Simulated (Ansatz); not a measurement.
# A correction line for B2PLYP/def2-TZVPP: vertical ionisation energy

The vertical ionisation energy (cation less neutral) in eV of 6 Ga-containing molecules: x at B2PLYP/def2-TZVPP, y at CCSD(T)/def2-TZVPP. Shapes, held fixed at every level: PBE0-D4/def2-TZVP. Programs: Ansatz 0.2.0.

| molecule | x (eV) | y (eV) |
| --- | --- | --- |
| GaBr (SMILES [Ga][Br]) | 9.56 | 9.53 |
| GaCl (SMILES [Cl][Ga]) | 9.83 | ? |
| GaH3(NH3) | 9.96 | 10.12 |
| PH3(GaH3) | 10.20 | 10.35 |
| GaH3(OH2) | 10.29 | 10.45 |
| GaF (SMILES [F][Ga]) | 10.45 | 10.38 |

Task: Fit y = c + s·x to the known rows and predict y for GaCl.

Result: 
1. Means of the 5 rows: x = 10.0920, y = 10.166.
2. Σ(Δx)² = 0.47948, Σ(Δx·Δy) = 0.49714, so the slope is 0.49714/0.47948 = 1.0368.
3. Intercept: 10.166 − (1.0368) × 10.0920 = -0.297. The largest residual of the fit is 0.16.
4. GaCl: -0.297 + 1.0368 × 9.83 = 9.89 eV.

CCSD(T)/def2-TZVPP gives 9.79 eV, so the prediction is off by +0.10 eV, within the largest residual. Uncorrected, B2PLYP/def2-TZVPP misses GaCl by +0.04 eV, and the other rows by 0.11 on average. The line makes this one worse. Left out in turn, the other rows are missed by 0.20 eV on average, worse than no correction. Cations run unrestricted. Relativity is left out for Br, Ga. Outer-core shells of Br, Ga are correlated, in sets that cover them unevenly.
